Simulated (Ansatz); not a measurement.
H$_{4}$Si$_{2}$ (SMILES [SiH][SiH3]), singlet, at the geometry of the source list; HF/3-21G in Ansatz (a program for electronic structure).

Here is a job for Ansatz.
Ansatz 0.2 input:
```yaml
crystal:
  periodic: [false, false, false]
  atoms:
    - {symbol: Si, position_ang: [-0.55400000, -0.01010000, -0.00640000]}
    - {symbol: Si, position_ang: [1.55890000, 0.86810000, -0.09950000]}
    - {symbol: H, position_ang: [-0.93970000, -0.99400000, -1.03200000]}
    - {symbol: H, position_ang: [-1.48610000, 1.11320000, -0.20730000]}
    - {symbol: H, position_ang: [-0.98950000, -0.62700000, 1.25750000]}
    - {symbol: H, position_ang: [2.41040000, -0.35010000, 0.08770000]}
basis:
  gaussian:
    orbitals: 3-21G.json
    point_charges:
      - {charge: 0.5, position_ang: [-2.4441, 4.4512, -1.9434]}
hamiltonian:
  xc: hf
```
The basis file holds 3-21G in the JSON format of the Basis Set Exchange.

It wrote (shortened):

```
Functional definition: HF
374 factors; integrals over basis functions are off by at most 3.0e-4 eV
mean field evaluation 1: about -15701.3680 eV, gradient 8.6e0 eV
mean field evaluation 2: about -15701.3693 eV, gradient 8.6e0 eV
mean field evaluation 4: about -15701.8186 eV, gradient 4.5e-1 eV
mean field evaluation 8: about -15701.8209 eV, gradient 1.2e-5 eV
mean field -15701.82086728 eV, -577.0312737959 hartree, gradient 3.6e-5 eV, S^2 0.000000; 0 other end points of the search recorded, 0 dependent functions left out
reference -15701.82086728 eV, -577.0312737959 hartree; 16, 16 occupied and 18, 18 virtual orbitals, 374 factors
Total energy: -15701.82086728 eV, -577.0312737959 hartree
```
